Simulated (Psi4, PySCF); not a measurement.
PySCF was given this input:
```python
from pyscf import gto, scf, dft

mol = gto.Mole()
mol.atom = '''
    O     0.018235    1.376287   -0.153627
    C    -0.094249    0.017519    0.328582
    H     0.901448    1.686364    0.083025
    H     0.027095    0.117538    1.479271
    C    -1.349135   -0.603979   -0.208560
    C     1.141281   -0.771636   -0.132748
    H     1.122118   -0.860075   -1.217251
    H    -2.215751   -0.099499    0.295775
    H     2.076747   -0.279777    0.169273
    H    -1.370456   -1.654527    0.198271
    H     1.125539   -1.771751    0.297008
'''
mol.basis = 'sto-3g'
mol.charge = -1
mol.spin = 0
mol.verbose = 4
mol.build()

mf = dft.RKS(mol)
mf.xc = 'bhandhlyp'
mf.grids.atom_grid = (99, 590)
mf.grids.prune = None
mf.kernel()
```

**Question.** Convert this to an input for Psi4.

**Answer.** This is not unique; one that fits is 
```
memory 2 GB

molecule {
-1 1
  O     0.01823501    1.37628744   -0.15362689
  C    -0.09424939    0.01751935    0.32858163
  H     0.90144779    1.68636386    0.08302539
  H     0.02709496    0.11753802    1.47927146
  C    -1.34913492   -0.60397912   -0.20855998
  C     1.14128104   -0.77163573   -0.13274807
  H     1.12211756   -0.86007510   -1.21725121
  H    -2.21575065   -0.09949866    0.29577540
  H     2.07674729   -0.27977663    0.16927314
  H    -1.37045637   -1.65452658    0.19827109
  H     1.12553881   -1.77175148    0.29700833
}

set basis sto-3g
set scf_type pk
set puream true
set d_convergence 1e-8
set dft_radial_points 99
set dft_spherical_points 590

energy('bhhlyp')
print_variables()
```

Both were run: PySCF gave -190.918751 Eh and Psi4 -190.918750 Eh, 0.000 mEh apart.
